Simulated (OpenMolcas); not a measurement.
Cl3+: the spin-orbit constant, worked from levels

```
Program             : OpenMolcas
Basis               : ANO-R2 [5s4p3d1f]
Scalar Hamiltonian  : X2C, finite nucleus
Active space        : 4 electrons in 4 orbitals (3s 3p)
State averaging     : 2S+1 = 3 even, 6 roots; 2S+1 = 1 even, 12 roots; 2S+1 = 5 odd, 1 root; 2S+1 = 3 odd, 9 roots; 2S+1 = 1 odd, 8 roots
Spin-orbit coupling : state interaction with AMFI integrals over the reference wave functions, term energies averaged over their components
```

Methods: CASSCF; MS-CASPT2, IPEA 0.25 Eh, imaginary shift 0.1 Eh (closed shells correlated: 2s 2p). Measured levels: Moore, Atomic Energy Levels, vol. I, NSRDS-NBS 35 (1971 reprint of NBS Circular 467, 1949).

**The spin-orbit constant.** For the Hund term 3P of p2, E(J) = (A/2) J(J+1) + constant and ζ = 2S·A = 2A. From J = 0 to J = 2 the energy changes by 3 A.

| Source | E(2) - E(0) | A | ζ |
| --- | --- | --- | --- |
| CASSCF | 1233.4 | 411.1 | 822 |
| MS-CASPT2 | 1232.8 | 410.9 | 822 |
| measured | 1341.0 | 447.0 | 894 |

All in cm-1. MS-CASPT2 is off by -8.1 % and CASSCF by -8.0 %. Both methods take the spin-orbit matrix elements from the reference wave functions, so the second can move ζ only through the term energies and any multistate remixing. Second-order mixing with other terms is absorbed into this ζ.

Over all roots computed the reference weight is 0.85 to 0.98 in MS-CASPT2; the roots of lowest weight are the least certain, and an intruder state may touch them. Computed and measured levels are paired by configuration, term and J; levels that our copy of the source lacks, or whose pairing is in doubt (as where it misses far off the trend of its configuration), stay unpaired and out of the deviations. Levels of configurations outside the active space are missing.
